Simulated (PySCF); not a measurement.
CdCl2, charge -1, multiplicity 2. Atoms are numbered in the order given.

```xyz
3

Cd     0.0000     0.0000     0.5166
Cl     0.0000     2.2376    -0.7293
Cl     0.0000    -2.2376    -0.7293
```
Charge -1, spin multiplicity 2.

Geometry: B3LYP-D3(BJ)/def2-SVPD. The spin state was assumed, not searched. The isomer is the one that the SMILES or the coordinates give; other isomers of the formula were not compared. The def2 effective core potentials stand for the cores of Cd; spin–orbit coupling is left out.

All values below come from C-PCM-ωB97X/def2-SVPD (PySCF).

The values are the electrostatic part of the solvation free energy, E(continuum) − E(gas) at the gas-phase geometry, in a cavity of scaled van der Waals radii (PySCF's table); cavitation and dispersion terms are not included. A continuum can't describe solvent molecules that bind to the metal.

```
solvent           ε  ΔG(elec) (kcal/mol)
------------  -----  -------------------
water         78.36                -54.0
diethylether   4.24                -41.4
2-propanol    19.26                -51.8
```
